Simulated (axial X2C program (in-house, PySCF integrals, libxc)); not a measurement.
Potential curves of SnH, 2c

Calculated with an in-house all-electron X2C program for linear molecules (integrals from PySCF). Two-component (2c) means X2C with spin–orbit coupling and atomic mean-field two-electron Coulomb and Gaunt terms. Basis: Sn dyall-cv3z [11s12p9d4f1g], H dyall-v3z [6s2p1d] (cores contracted in-house); Gaussian nuclei, density fitting, unrestricted open shells. Masses: Sn 119.902 u, H 1.008 u.

State: Ω = 1/2 (⟨Sz⟩ = -0.50, ⟨Lz⟩ = 1.00 at HF). Energies in cm⁻¹ from the lowest point of each curve. Fits are polynomials in 1 − R0/R over 0.85 to 1.23 times the lowest point R0.

```
 R (Å)  CCSD   MP2  PBE0
1.5495        2651  3168
1.6207  1203  1013  1363
1.6741   454   329   558
1.7276    77    15   127
1.7810     0     0     0
1.8433   210   283   159
1.9057   673   819   580
1.9858  1541  1783  1407
2.0838        3255  2729
2.2262        5813  5011
```

Correlated methods: 15 electrons correlated (number of frozen shells: Sn 4 s, 3 p, 1 d; H none), 191 virtual spin orbitals or spinors in MP2.

The state is one determinant whose occupation by symmetry is held fixed; it was picked as the lowest of a PBE0 search that is not exhaustive. Density functionals use the spin component along the axis (collinear). CCSD ran in a truncated set of natural virtual spinors with an MP2 remainder; without triples it tends to underbind. Without a current term, density functionals place determinants with orbital angular momentum somewhat too high. Coupled cluster ran on the points near the minimum only. MP2 and coupled cluster on one determinant become unreliable at the stretched end.

Q: What are Re and ωe at the CCSD level?

A: At CCSD, 2c: Re = 1.770 Å, ωe ≈ 1720 cm⁻¹; Be follows as 5.39 cm⁻¹.

Q: Fit the MP2 curve near its minimum: give the equilibrium distance and the harmonic wavenumber.

A: At MP2, 2c: Re = 1.757 Å, ωe ≈ 1770 cm⁻¹; Be follows as 5.47 cm⁻¹.

Q: Fit the PBE0 curve near its minimum: give the equilibrium distance and the harmonic wavenumber.

A: At PBE0, 2c: Re = 1.780 Å, ωe ≈ 1710 cm⁻¹; Be follows as 5.32 cm⁻¹.
